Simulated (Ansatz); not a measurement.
(H2Ga-mu-F)2 (Ga2H4F2). The state is a singlet with charge 0. Geometry PBE0-D4/def2-SVP, basis def2-TZVP, Ansatz.

```xyz
8

Ga   -0.353   -1.146    0.904
H    -1.774   -1.708    0.619
H     0.786   -1.490    1.904
F     0.480   -0.793   -0.817
Ga    0.353    1.146   -0.904
H     1.773    1.712   -0.624
H    -0.789    1.485   -1.902
F    -0.476    0.793    0.819
```

| run | HOMO (eV) | LUMO (eV) |
| --- | --- | --- |
| A | -8.76 | -0.79 |
| B | -8.36 | -1.15 |
| C | -11.19 | 1.12 |
| D | -7.38 | -1.49 |
| E | -7.78 | -1.21 |
| F | -10.18 | 0.06 |

HSE06 is defined as in plane-wave codes, on full-range PBE exchange.

Task: The runs used CAM-B3LYP, HSE06, PBE0, r2SCAN, revPBE, ωB97X-V. Estimate which is which.

Result: A PBE0 (25 % exact exchange); B HSE06 (range-separated); C ωB97X-V (range-separated); D revPBE (0 % exact exchange); E r2SCAN (0 % exact exchange); F CAM-B3LYP (range-separated). Exact exchange lowers occupied and raises empty levels; among semilocal functionals meta-GGAs tend to open the gap a little, and such runs are hard to tell apart. The gap grows from 5.89 eV (revPBE) to 12.31 eV (ωB97X-V).
